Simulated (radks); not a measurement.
Spherical quantum dot in the effective-mass picture: electrons in a well V = -V0 / (1 + exp((r - R)/a)) with V0 = 4.15, R = 12.1, a = 1.4, with a point charge +1 (a donor) at the centre, all in effective atomic units (hartree* = m*/eps^2 hartree, bohr* = eps/m* bohr), one dielectric constant everywhere. Method: non-relativistic Kohn-Sham, LDA (Slater exchange, Perdew-Wang correlation), spin-polarised, spherical densities; computed with a radial shooting solver with Libxc functionals. Levels are named by radial order and angular momentum (1s, 1p, 1d, 2s, ...), and open shells are averaged over m. Results are scaled to m* = 0.153 and eps = 8.7, for which hartree* = 55.01 meV and bohr* = 3.009 nm.

N = 28, configuration 1s2 1p6 1d10 2s2 1f(up 7, down 1). This is the lowest configuration that the search found (a dilute case). Occupied and some empty levels:

level,occupation,eigenvalue (meV),<r> (nm)
1s up,1,-48.949,23.30
1s down,1,-48.056,23.09
1p up,3,-47.903,23.83
1p down,3,-46.981,23.76
1d up,5,-45.991,24.30
1d down,5,-45.053,24.27
1f up,7,-43.285,24.80
1f down,1,-42.336,24.79
2s up,1,-41.258,8.481
2s down,1,-41.250,8.310
1g up,0,-39.861,25.29
1g down,0,-38.909,25.31
2p up,0,-34.475,19.01
2p down,0,-34.021,18.85
2d up,0,-30.712,20.95
2d down,0,-30.169,20.85

Energy (meV): total -3726.36, kinetic 211.47, external -6209.2, Hartree 2543.7, exchange-correlation -272.36.

Electron density:

r (nm),n(r) (e/nm^3)
0.955,0.006308
3.36,0.001492
5.75,0.0004421
8.15,0.0001627
10.5,0.00008021
13.0,0.00006725
15.3,0.00009733
17.7,0.0001679
20.1,0.0002667
22.5,0.0003467
24.9,0.0003395
27.3,0.0002295
29.7,0.00009818
32.1,0.00002515
34.5,3.724e-06
37.0,3.309e-07
39.3,2.018e-08
41.7,8.631e-10
